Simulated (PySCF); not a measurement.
Computed with B3LYP-D3(BJ)/def2-TZVP // M06-2X/def2-TZVP in PySCF. Gas-phase values, no solvent. One relaxed conformer stands for a flexible species; it need not be the lowest. B3LYP has the VWN-RPA correlation part, as in Gaussian. Excitations are Tamm–Dancoff values on a coarser integration grid. The basis has no diffuse functions, so Rydberg states are missing or too high.

Reference species (SMILES): `[OH][Ga]([OH])[OH]` (neutral, multiplicity 1).

```yaml
brightest of the four lowest singlets (TDA): 7.00 eV
HOMO: -8.65 eV
```

Changed species: `[CH3][Ga]([OH])[OH]` (O–Ga–O–H torsion 180°, O–Ga–O–H torsion 0°) (2 of 3 CH3 replaced by OH; the reference has 3 of 3 CH3 replaced by OH).

**Question.** Predict the effect on the brightest of the four lowest singlets (TDA) and HOMO.

**Answer.** the brightest of the four lowest singlets (TDA) falls by 0.12 eV, to 6.88 eV; the HOMO goes up by 0.50 eV, to -8.15 eV.
